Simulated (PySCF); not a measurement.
## Ionisation energy of Sr²⁹⁺ by level of theory

Sr²⁹⁺ [He] 2s2 2p5 (2P) → Sr³⁰⁺ [He] 2s2 2p4 (3P), as a difference of total energies. All numbers are calculated (PySCF 2.14, the non-relativistic Hamiltonian (point nucleus), in an even-tempered Gaussian basis (18 s from 8.7 bohr⁻², ratio 2.2; 11 p from 11 bohr⁻², ratio 2.2; 6 d from 52 bohr⁻², ratio 2.4; 5 f from 77 bohr⁻², ratio 2.4; 4 g from 120 bohr⁻², ratio 2.4)). Correlated levels: nothing frozen; virtual orbitals above 40 to 60 times the deepest correlated orbital energy dropped. The calculations carry no spin-orbit coupling.

```
             method  ionisation energy (eV)
                UHF                  3484.8
                LDA                  3483.8
                PBE                  3485.1
               PBE0                  3485.5
             r2SCAN                  3487.5
             PBEsol                  3483.8
MP2 (all electrons)                  3486.4
```

Estimate what BP86 gives.

3486.2 eV, closest to MP2 (all electrons) among the rows shown.

Estimate what SCS-MP2 (all electrons) gives.

3486.3 eV, closest to MP2 (all electrons) among the rows shown.

Spin-orbit coupling is strong in these open shells (close to jj coupling). The scalar numbers leave it out and a first-order estimate fails, so it can dominate the gap to the real levels.

All relativistic terms are absent from these numbers, so their closeness to the reference says little about the methods.

For comparison: 3497 ± 6 eV (semi-empirical (NIST evaluation); NIST Atomic Spectra Database, ionization energies).
